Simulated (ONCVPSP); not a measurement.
# Before and after: ONCV potential for Mn

- Element: manganese (Mn)
- Generator: ONCVPSP 4.0.1
- Type: optimised norm-conserving Vanderbilt (ONCV)
- Functional: PBEsol
- Relativity: scalar-relativistic
- Frozen core: [Ar]
- Valence charge: 7
- Reference configuration: 3d5 4s2
- Partial waves: 4s: rc 2.80 bohr, ncon 4, nbas 7, qcut 2.2 1/bohr, 2 projectors, debl 1.6 Ha; p scattering state at 0.3 Ha: rc 2.40 bohr, ncon 4, nbas 8, qcut 4.1 1/bohr, 2 projectors, debl 1.9 Ha; 3d: rc 2.00 bohr, ncon 4, nbas 9, qcut 7.2 1/bohr, 2 projectors, debl 3.7 Ha
- Local potential: polynomial inside 1.40 bohr (lpopt 5, dvloc0 2 Ha)
- Core correction: polynomial model core, fcfact 0.65

In the p channel the program set the typed energies aside and used 0.050, 1.950 Ha.

Change: all radii but the core radius scaled by about 0.92 (s 2.58, p 2.22, d 1.84 bohr); local potential polynomial inside 1.30 bohr (lpopt 5, dvloc0 2 Ha).

Cutoffs: the cutoffs (Ha) at which the residual kinetic energy of the hardest occupied pseudo-wave falls to 1 and 0.1 mHa per electron; they do not see the model core or the augmentation charge, which bear on the density cutoff. Errors are all-electron minus pseudo energies relative to the spin-unpolarised reference configuration.

Problem. How do hardness, ghosts and transferability respond?

Solution. The potential gets harder (22 Ha and 25 Ha → 24 Ha and 46 Ha); of the 4 tests that both files solve, the error grows in 0 and shrinks in 4 by more than 15 % and 0.3 meV (median size 62.0 → 19.1 meV); neither file shows a bound ghost. A smaller radius makes the pseudo-wave follow the all-electron one further in, where it bends more sharply, so more plane waves are needed. Less of the atom is replaced, so other configurations are described better.

| quantity | base | changed |
| --- | --- | --- |
| cutoff, loose | 22 Ha | 24 Ha |
| cutoff, tight | 25 Ha | 46 Ha |
| loose cutoff by channel | s 5.4 Ha, d 22 Ha | s 7.2 Ha, d 24 Ha |
| bound ghosts | none | none |
| GHOST(+) flags under 300 eV | s at 45.6 eV, p at 98.2 eV | s at 35.4 eV |
| error for 3d5 4s1, meV [ΔE 8.43 eV] | -3.9 | -3.2 |
| error for 3d5 4s0, meV [ΔE 23.95 eV] | -38 | -26 |
| error for 3d4 4s0, meV [ΔE 56.42 eV] | -225 | -173 |
| error for 3d4 4s2, meV [ΔE 13.21 eV] | +87 | +13 |
| rms error of d²Exc/dni dnj with the model core, mHa | 2.10 | 2.48 |
